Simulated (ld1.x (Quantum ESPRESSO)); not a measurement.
# Ga: one change to a TM potential, before and after

gallium, norm-conserving Troullier–Martins (Kleinman–Bylander form), made with ld1.x (Quantum ESPRESSO) 7.5 (PBEsol, scalar-relativistic). Core [Ar] 3d10, reference 4s2 4p1. Waves: 4p (bound): rc 2.25 bohr; 4s (bound): rc 1.65 bohr. Local part: the s channel. Core correction: Bessel-smoothed model core inside 1.40 bohr.

All-electron outer shells of the reference configuration (PBEsol, scalar-relativistic, ld1.x):

```csv
shell,level (eV),outermost node (bohr),outermost maximum (bohr)
3p,-98.68,0.24,0.56
3d,-19.16,–,0.53
4s,-8.96,0.81,1.90
4p,-2.57,0.87,2.53
```

Change: type ultrasoft; waves now 4s (bound): rcut 1.45, rcutus 1.65 bohr; 4s channel at 1.8 Ry: rcut 1.45, rcutus 1.65 bohr; 4p (bound): rcut 1.95, rcutus 2.25 bohr; 4p channel at 1.7 Ry: rcut 1.95, rcutus 2.25 bohr; local potential all-electron potential smoothed inside 1.95 bohr (lloc = -1); augmentation PSQ, radius 1.40 bohr.

Cutoffs: the cutoffs (Ry, on a coarse ladder) from which the occupation-weighted sum of valence levels, in a spherical-Bessel basis at the reference potential, stays within 10 and 1 mRy of its value at 400 Ry; they do not see the model core or the augmentation charge, which bear on the density cutoff. Errors are all-electron minus pseudo energies relative to the spin-unpolarised reference configuration.

Q: How do hardness, ghosts and transferability respond?

A: The potential gets softer (15 Ry and 35 Ry → 12 Ry and 18 Ry); the errors of the 7 common tests hardly move; the range in which the s phases agree widens (upper end 3.0 → 4.0); neither file shows a bound ghost. Several settings change at once here, so the effects cannot be laid on one of them.

```tsv
quantity	base	changed
cutoff, loose	15 Ry	12 Ry
cutoff, tight	35 Ry	18 Ry
loose cutoff by channel (10 mRy a level)	p 6 Ry, s 12 Ry	s 10 Ry, p 6 Ry
bound ghosts	none	none
error for 4s2 4p0, meV [ΔE 5.68 eV]	-12	-13
error for 4s1 4p0, meV [ΔE 26.82 eV]	-190	-213
error for 4s2 4p0.5, meV [ΔE 2.03 eV]	-1.8	-1.9
error for 4s1 4p1, meV [ΔE 13.08 eV]	-52	-59
error for 4s0 4p3, meV [ΔE 13.39 eV]	-75	-80
error for 4s2 4p1.3, meV [ΔE -0.53 eV]	-0.1	-0.1
error for 4s1 4p2, meV [ΔE 6.55 eV]	-19	-21
s: phases at 2.45 bohr within 0.05 rad from the reference energy up to (Ry; the scan ends near 5)	3.0	4.0
p: phases at 2.45 bohr within 0.05 rad from the reference energy up to (Ry; the scan ends near 5)	to the end of the scan	4.9
```
